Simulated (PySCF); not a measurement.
A structure optimised at PBE-D3(BJ)/def2-SVP, used in a PySCF frequency run:

```xyz
12

C     -2.6857     0.3978    -0.1097
C     -1.6216     1.1998    -0.2852
O     -0.2700     0.8979    -0.2059
C      0.2265    -0.3516     0.0831
O     -0.4462    -1.3370     0.3031
Si     2.1635    -0.3701     0.0986
H     -3.6815     0.8518    -0.2214
H     -2.6027    -0.6664     0.1345
H     -1.7206     2.2688    -0.5307
H      2.5797    -0.8499     1.4583
H      2.5936    -1.3649    -0.9396
H      2.7564     0.9781    -0.1881
```

Write its SMILES and formula.

C=COC(=O)[SiH3], C3H6O2Si

What are its rotational constants (standard atomic weights)?

7.7221, 1.5801, 1.3327 GHz
